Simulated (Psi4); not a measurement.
C₄H₁₂O₄Si, charge +1, doublet, geometry from GFN2-xTB (a state made from the parent by changing its charge; the spin is typed, not shown lowest); SVWN/STO-3G (Psi4).

Input for Psi4:
```
memory 2 GB

molecule mol {
1 2
C    -0.116706   -2.242787   -1.651739
O    -0.102681   -0.884679   -1.351158
Si    0.000960   -0.000444   -0.000586
O    -0.638942    1.452848   -0.306087
C    -1.695809    1.935980   -1.071502
O    -0.777748   -0.797089    1.171520
C    -0.745073   -0.806141    2.562597
O     1.529156    0.224391    0.479747
C     2.548875    1.116982    0.165966
H    -0.545754   -2.834316   -0.843363
H     0.902139   -2.585576   -1.868711
H    -0.700107   -2.371217   -2.570587
H    -1.452188    2.965517   -1.356640
H    -2.607337    1.977752   -0.463394
H    -1.867543    1.326179   -1.958175
H     0.248344   -0.576683    2.947317
H    -1.474361   -0.088411    2.956837
H    -1.062707   -1.801419    2.892949
H     3.180563    0.695770   -0.625347
H     2.160172    2.087032   -0.142859
H     3.179340    1.223627    1.056063
}

set {
  basis sto-3g
  reference uks
}

energy('svwn')
print_variables()
```

What the program printed (banner, timings and long lists left out):

```
   => Loading Basis Set <=

    Name: STO-3G
    Role: ORBITAL
    Keyword: BASIS

         ---------------------------------------------------------
                                   SCF
               by Justin Turney, Rob Parrish, Andy Simmonett
                          and Daniel G. A. Smith
                              UKS Reference
         ---------------------------------------------------------

  ==> Geometry <==

    Molecular point group: c1
    Full point group: C1

    Geometry (in Angstrom), charge = 1, multiplicity = 2:

       Center              X                  Y                   Z               Mass
    ------------   -----------------  -----------------  -----------------  -----------------
         C           -0.116962917809    -2.242668244195    -1.651582015473    12.000000000000
         O           -0.102937917809    -0.884560244195    -1.351001015473    15.994914619570
         SI           0.000703082191    -0.000325244195    -0.000429015473    27.976926534650
         O           -0.639198917809     1.452966755805    -0.305930015473    15.994914619570
         C           -1.696065917809     1.936098755805    -1.071345015473    12.000000000000
         O           -0.778004917809    -0.796970244195     1.171676984527    15.994914619570
         C           -0.745329917809    -0.806022244195     2.562753984527    12.000000000000
         O            1.528899082191     0.224509755805     0.479903984527    15.994914619570
         C            2.548618082191     1.117100755805     0.166122984527    12.000000000000
         H           -0.546010917809    -2.834197244195    -0.843206015473     1.007825032230
         H            0.901882082191    -2.585457244195    -1.868554015473     1.007825032230
         H           -0.700363917809    -2.371098244195    -2.570430015473     1.007825032230
         H           -1.452444917809     2.965635755805    -1.356483015473     1.007825032230
         H           -2.607593917809     1.977870755805    -0.463237015473     1.007825032230
         H           -1.867799917809     1.326297755805    -1.958018015473     1.007825032230
         H            0.248087082191    -0.576564244195     2.947473984527     1.007825032230
         H           -1.474617917809    -0.088292244195     2.956993984527     1.007825032230
         H           -1.062963917809    -1.801300244195     2.893105984527     1.007825032230
         H            3.180306082191     0.695888755805    -0.625190015473     1.007825032230
         H            2.159915082191     2.087150755805    -0.142702015473     1.007825032230
         H            3.179083082191     1.223745755805     1.056219984527     1.007825032230

  Running in c1 symmetry.

  Rotational constants: A =      0.03848  B =      0.03835  C =      0.03608 [cm^-1]
  Rotational constants: A =   1153.69612  B =   1149.60942  C =   1081.67524 [MHz]
  Nuclear repulsion =  627.830011028767103

  Charge       = 1
  Multiplicity = 2
  Electrons    = 81
  Nalpha       = 41
  Nbeta        = 40

  ==> Algorithm <==

  SCF Algorithm Type is DF.
  DIIS enabled.
  MOM disabled.
  Fractional occupation disabled.
  Guess Type is SAD.
  Energy threshold   = 1.00e-06
  Density threshold  = 1.00e-06
  Integral threshold = 1.00e-12

  ==> Primary Basis <==

  Basis Set: STO-3G
    Blend: STO-3G
    Number of shells: 41
    Number of basis functions: 61
    Number of Cartesian functions: 61
    Spherical Harmonics?: true
    Max angular momentum: 1

  ==> DFT Potential <==

   => LibXC <=

    Version 7.1.2
    S. Lehtola, C. Steigemann, M. J. T. Oliveira, and M. A. L. Marques,  SoftwareX 7, 1–5 (2018) (10.1016/j.softx.2017.11.002)

   => Composite Functional: SVWN <=

    Slater exchange
    Vosko, Wilk & Nusair (VWN5_RPA)
    P. A. M. Dirac,  Math. Proc. Cambridge Philos. Soc. 26, 376 (1930) (10.1017/S0305004100016108)
    F. Bloch,  Z. Phys. 57, 545 (1929) (10.1007/BF01340281)
    S. H. Vosko, L. Wilk, and M. Nusair,  Can. J. Phys. 58, 1200 (1980) (10.1139/p80-159)

    Deriv               =              1
    GGA                 =          FALSE
    Meta                =          FALSE

    Exchange Hybrid     =          FALSE
    MP2 Hybrid          =          FALSE

   => Exchange Functionals <=

    1.0000         XC_LDA_X

   => Correlation Functionals <=

    1.0000   XC_LDA_C_VWN_RPA

   => LibXC Density Thresholds  <==

    XC_LDA_C_VWN_RPA:  1.00E-15
    XC_LDA_X:  1.00E-15

   => Molecular Quadrature <=

    Radial Scheme          =       TREUTLER
    Pruning Scheme         =           NONE
    Nuclear Scheme         =       TREUTLER

    Blocking Scheme        =         OCTREE
    BS radius alpha        =              1
    Pruning alpha          =              1
    Radial Points          =             75
    Spherical Points       =            302
    Total Points           =         442808
    Total Blocks           =           3275
    Max Points             =            256
    Max Functions          =             56
    Weights Tolerance      =       1.00E-15

   => Loading Basis Set <=

    Name: (STO-3G AUX)
    Role: JKFIT
    Keyword: DF_BASIS_SCF

  ==> Integral Setup <==

  SCF_SUBTYPE=INCORE selected. In-core MEM_DF algorithm will be used.
  Using in-core AOs.

  ==> MemDFJK: Density-Fitted J/K Matrices <==

    J tasked:                   Yes
    K tasked:                    No
    wK tasked:                   No
    Algorithm:                 Core
    Schwarz Cutoff:           1E-12
    Mask sparsity (%):       2.5800
    Fitting Condition:        1E-10

   => Auxiliary Basis Set <=

  Basis Set: (STO-3G AUX)
    Blend: DEF2-UNIVERSAL-JKFIT
    Number of shells: 310
    Number of basis functions: 952
    Number of Cartesian functions: 1123
    Spherical Harmonics?: true
    Max angular momentum: 4

  Minimum eigenvalue in the overlap matrix is 2.2988232787E-01.
  Reciprocal condition number of the overlap matrix is 1.0214713381E-01.
    Using symmetric orthogonalization.

[...]
   @DF-UKS iter  46:  -737.11705919768997   -6.18156e-03   3.13573e-03 DIIS/ADIIS
   @DF-UKS iter  47:  -737.11214450677812    4.91469e-03   3.35604e-03 DIIS/ADIIS
   @DF-UKS iter  48:  -737.11296884718331   -8.24340e-04   3.31274e-03 DIIS/ADIIS
   @DF-UKS iter  49:  -737.11625881907253   -3.28997e-03   3.18098e-03 DIIS/ADIIS
   @DF-UKS iter  50:  -737.10922290688848    7.03591e-03   3.47790e-03 DIIS/ADIIS
   @DF-UKS iter  51:  -737.10833974186528    8.83165e-04   3.52089e-03 DIIS/ADIIS
   @DF-UKS iter  52:  -737.10852908516461   -1.89343e-04   3.53567e-03 DIIS/ADIIS
   @DF-UKS iter  53:  -737.11817137429716   -9.64229e-03   3.06946e-03 DIIS/ADIIS
   @DF-UKS iter  54:  -737.11498092993418    3.19044e-03   3.21977e-03 DIIS/ADIIS
   @DF-UKS iter  55:  -737.11214892065755    2.83201e-03   3.36894e-03 DIIS/ADIIS
   @DF-UKS iter  56:  -737.11450452415045   -2.35560e-03   3.24941e-03 DIIS/ADIIS
   @DF-UKS iter  57:  -737.11525317436235   -7.48650e-04   3.21870e-03 DIIS/ADIIS
   @DF-UKS iter  58:  -737.10751447413895    7.73870e-03   3.56578e-03 DIIS/ADIIS
   @DF-UKS iter  59:  -737.11214356222001   -4.62909e-03   3.35552e-03 DIIS/ADIIS
   @DF-UKS iter  60:  -737.11590576418678   -3.76220e-03   3.16545e-03 DIIS/ADIIS
   @DF-UKS iter  61:  -737.11518112683791    7.24637e-04   3.20457e-03 DIIS/ADIIS
   @DF-UKS iter  62:  -737.10845589043993    6.72524e-03   3.52716e-03 DIIS/ADIIS
   @DF-UKS iter  63:  -737.12087155022584   -1.24157e-02   2.99106e-03 DIIS/ADIIS
   @DF-UKS iter  64:  -737.11249094353457    8.38061e-03   3.36942e-03 DIIS/ADIIS
   @DF-UKS iter  65:  -737.11444962897633   -1.95869e-03   3.25487e-03 DIIS/ADIIS
   @DF-UKS iter  66:  -737.11231016917452    2.13946e-03   3.35569e-03 DIIS/ADIIS
   @DF-UKS iter  67:  -737.13469768386290   -2.23875e-02   2.40742e-03 DIIS/ADIIS
   @DF-UKS iter  68:  -737.10860741639499    2.60903e-02   3.54856e-03 DIIS/ADIIS
   @DF-UKS iter  69:  -737.13243794714333   -2.38305e-02   2.52713e-03 DIIS/ADIIS
   @DF-UKS iter  70:  -737.12209296945616    1.03450e-02   3.00336e-03 DIIS/ADIIS
   @DF-UKS iter  71:  -737.11108134198525    1.10116e-02   3.38645e-03 DIIS/ADIIS
   @DF-UKS iter  72:  -737.11308662482782   -2.00528e-03   3.29994e-03 DIIS/ADIIS
   @DF-UKS iter  73:  -737.11215718817311    9.29437e-04   3.34300e-03 DIIS/ADIIS
   @DF-UKS iter  74:  -737.11323774127641   -1.08055e-03   3.29031e-03 DIIS/ADIIS
   @DF-UKS iter  75:  -737.11345831544634   -2.20574e-04   3.28085e-03 DIIS/ADIIS
   @DF-UKS iter  76:  -737.11117608876339    2.28223e-03   3.39509e-03 DIIS/ADIIS
   @DF-UKS iter  77:  -737.11942472132057   -8.24863e-03   3.10069e-03 DIIS/ADIIS
   @DF-UKS iter  78:  -737.12926047182441   -9.83575e-03   2.67350e-03 DIIS/ADIIS
   @DF-UKS iter  79:  -737.14482588372380   -1.55654e-02   1.83603e-03 DIIS/ADIIS
   @DF-UKS iter  80:  -737.12413844570960    2.06874e-02   2.90272e-03 DIIS/ADIIS
   @DF-UKS iter  81:  -737.09185659653929    3.22818e-02   4.27256e-03 DIIS/ADIIS
   @DF-UKS iter  82:  -737.15294145721396   -6.10849e-02   1.10198e-03 DIIS/ADIIS
   @DF-UKS iter  83:  -737.13668472413906    1.62567e-02   2.32916e-03 DIIS/ADIIS
   @DF-UKS iter  84:  -737.12757522814525    9.10950e-03   2.74714e-03 DIIS/ADIIS
   @DF-UKS iter  85:  -737.11995883996269    7.61639e-03   2.99373e-03 DIIS/ADIIS
   @DF-UKS iter  86:  -737.12321744040287   -3.25860e-03   2.87775e-03 DIIS/ADIIS
   @DF-UKS iter  87:  -737.12866137892343   -5.44394e-03   2.67027e-03 DIIS/ADIIS
   @DF-UKS iter  88:  -737.13757329952648   -8.91192e-03   2.26335e-03 DIIS/ADIIS
   @DF-UKS iter  89:  -737.11971780170416    1.78555e-02   3.00890e-03 DIIS/ADIIS
   @DF-UKS iter  90:  -737.15200143211291   -3.22836e-02   1.22295e-03 DIIS/ADIIS
   @DF-UKS iter  91:  -737.13486477962294    1.71367e-02   2.39942e-03 DIIS/ADIIS
   @DF-UKS iter  92:  -737.14065657712854   -5.79180e-03   2.09175e-03 DIIS/ADIIS
   @DF-UKS iter  93:  -737.14881071755053   -8.15414e-03   1.52402e-03 DIIS/ADIIS
   @DF-UKS iter  94:  -737.14954820458172   -7.37487e-04   1.45013e-03 DIIS/ADIIS
   @DF-UKS iter  95:  -737.12109223120603    2.84560e-02   2.95042e-03 DIIS/ADIIS
   @DF-UKS iter  96:  -737.15667754662809   -3.55853e-02   4.65116e-04 DIIS/ADIIS
   @DF-UKS iter  97:  -737.15691753697740   -2.39990e-04   3.40936e-04 DIIS/ADIIS
   @DF-UKS iter  98:  -737.15660666488611    3.10872e-04   4.69439e-04 DIIS/ADIIS
   @DF-UKS iter  99:  -737.13805975700893    1.85469e-02   2.23694e-03 DIIS/ADIIS
   @DF-UKS iter 100:  -737.15646356894865   -1.84038e-02   5.18857e-04 DIIS/ADIIS

PsiException: Could not converge SCF iterations in 100 iterations.

  Failed to converge.

Traceback (most recent call last):
  File "psi4", line 375, in <module>
  File "<string>", line 42, in <module>
  File "site-packages/psi4/driver/driver.py", line 533, in energy
  File "site-packages/psi4/driver/procrouting/proc.py", line 2760, in run_scf
  File "site-packages/psi4/driver/procrouting/proc.py", line 2047, in scf_helper
  File "site-packages/psi4/driver/procrouting/scf_proc/scf_iterator.py", line 93, in scf_compute_energy
  File "site-packages/psi4/driver/procrouting/scf_proc/scf_iterator.py", line 86, in scf_compute_energy
  File "site-packages/psi4/driver/procrouting/scf_proc/scf_iterator.py", line 609, in scf_iterate

psi4.driver.p4util.exceptions.SCFConvergenceError: Could not converge SCF iterations in 100 iterations.

Printing out the relevant lines from the Psithon --> Python processed input file:
    H     3.179340    1.223627    1.056063
    ""","mol")
    core.IO.set_default_namespace("mol")
    core.set_global_option("BASIS", "sto-3g")
    core.set_global_option("REFERENCE", "uks")
--> energy('svwn')
    print_variables()

!-------------------------------------------------------!
!                                                       !
!  Could not converge SCF iterations in 100 iterations. !
!                                                       !
!-------------------------------------------------------!
```

Convergence was not reached.
